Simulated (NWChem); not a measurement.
System: stibine (SbH3); SMILES [SbH3]

NWChem input:

```
start job
memory heap 200 mb stack 900 mb global 1100 mb
geometry units angstroms noautosym nocenter noautoz
  Sb     0.000000     0.000000     0.032948
  H     -0.343600     1.369063    -0.928994
  H      1.357443    -0.386965    -0.928994
  H     -1.013843    -0.982098    -0.928994
end
basis spherical
  Sb library def2-tzvpd
  H library def2-tzvpd
end
ecp
  Sb library def2-ecp
end
dft
  xc xpbe96 cpbe96
  iterations 150
end
tddft
  cis
  nroots 6
  notriplet
end
task tddft energy
```

NWChem printed, in part:

```
             Northwest Computational Chemistry Package (NWChem) 7.3.0
             --------------------------------------------------------

                             Geometry "geometry" -> ""
                             -------------------------

 Output coordinates in angstroms (scale by  1.889725989 to convert to a.u.)

  No.       Tag          Charge          X              Y              Z
 ---- ---------------- ---------- -------------- -------------- --------------
    1 Sb                  51.0000     0.00000000     0.00000000     0.03294800
    2 H                    1.0000    -0.34360000     1.36906300    -0.92899400
    3 H                    1.0000     1.35744300    -0.38696500    -0.92899400
    4 H                    1.0000    -1.01384300    -0.98209800    -0.92899400

 Effective nuclear repulsion energy (a.u.)      48.0484666837

 Summary of "ao basis" -> "ao basis" (spherical)
 ------------------------------------------------------------------------------
       Tag                 Description            Shells   Functions and Types
 ---------------- ------------------------------  ------  ---------------------
 Sb                        def2-tzvpd               18       56   7s5p4d2f
 H                         def2-tzvpd                5        9   3s2p

            General Information
            -------------------
          SCF calculation type: DFT
          Wavefunction type:  closed shell.
          No. of atoms     :     4
          No. of electrons :    26
           Alpha electrons :    13
            Beta electrons :    13
          Charge           :     0
          Spin multiplicity:     1
          Use of symmetry is: off; symmetry adaption is: off
          Maximum number of iterations: 150
          AO basis - number of functions:    83
                     number of shells:    33
          Convergence on energy requested:  1.00D-06
          Convergence on density requested:  1.00D-05
          Convergence on gradient requested:  5.00D-04

              XC Information
              --------------
          PerdewBurkeErnzerhof Exchange Functional  1.000
            Perdew 1991 LDA Correlation Functional  1.000 local
           PerdewBurkeErnz. Correlation Functional  1.000 non-local

[...]

                                NWChem TDDFT Module
                                -------------------

            General Information
            -------------------
           No. of orbitals :     166
            Alpha orbitals :      83
             Beta orbitals :      83
        Alpha frozen cores :       0
         Beta frozen cores :       0
     Alpha frozen virtuals :       0
      Beta frozen virtuals :       0
         Spin multiplicity :       1
    Number of AO functions :      83
        Use of symmetry is : off
      Symmetry adaption is : off
         Schwarz screening :  0.10D-07

              XC Information
              --------------
   PerdewBurkeErnzerhof Exchange Functional   1.00
     Perdew 1991 LDA Correlation Functional   1.00 local
    PerdewBurkeErnz. Correlation Functional   1.00 non-local

             TDDFT Information
             -----------------
          Calculation type : Tamm-Dancoff TDDFT
         Wavefunction type : Restricted singlets
          No. of electrons :      26
           Alpha electrons :      13
            Beta electrons :      13
              No. of roots :       6
          Max subspacesize :    5200
            Max iterations :     100
               Target root :       1
           Target symmetry : none
      Symmetry restriction : off
                 Algorithm : Optimal
        Davidson threshold :  0.10D-03

    6 smallest eigenvalue differences (eV)
--------------------------------------------------------
  No. Spin  Occ  Vir  Irrep   E(Occ)    E(Vir)   E(Diff)
--------------------------------------------------------
    1    1   13   14 a        -0.239    -0.036     5.548
    2    1   13   15 a        -0.239    -0.036     5.548
    3    1   13   16 a        -0.239    -0.023     5.884
    4    1   12   14 a        -0.307    -0.036     7.383
    5    1   12   15 a        -0.307    -0.036     7.383
    6    1   11   14 a        -0.307    -0.036     7.383
--------------------------------------------------------

  Entering Davidson iterations
  Restricted singlet excited states

  Iter   NTrls   NConv    DeltaV     DeltaE      Time
  ----  ------  ------  ---------  ---------  ---------
    1      6       0     0.15E+00   0.10+100        1.7
    2     12       0     0.89E-01   0.42E-01        1.7
    3     18       0     0.77E-01   0.67E-02        1.7
    4     24       1     0.57E-01   0.12E-01        1.7
    5     29       3     0.47E-01   0.17E-02        1.6
    6     32       4     0.25E-01   0.30E-02        1.3
    7     34       4     0.20E-02   0.55E-03        1.2
    8     36       4     0.29E-01   0.15E-02        1.2
    9     38       5     0.59E-01   0.13E-02        1.2
   10     39       5     0.13E-01   0.26E-02        1.1
   11     40       5     0.10E-02   0.15E-03        1.1
   12     41       6     0.60E-04   0.91E-06        1.1
  ----  ------  ------  ---------  ---------  ---------
  Convergence criterion met

  Ground state a        -242.015526132034 a.u.

  ----------------------------------------------------------------------------
  Root   1 singlet a              0.221319943 a.u.                6.0224 eV
  ----------------------------------------------------------------------------
     Transition Moments    X  0.00000   Y  0.00001   Z -1.03411
     Dipole Oscillator Strength                    0.1577849638
     Electric Quadrupole                           0.0000000205
     Magnetic Dipole                               0.0000000000
     Total Oscillator Strength                     0.1577849843

[...]
```

Level: PBE/def2-TZVPD with def2 effective core potentials on Sb, TDA. Geometry: optimised at PBE0-D3(BJ)/def2-TZVP. def2 effective core potentials on Sb; no spin-orbit coupling.
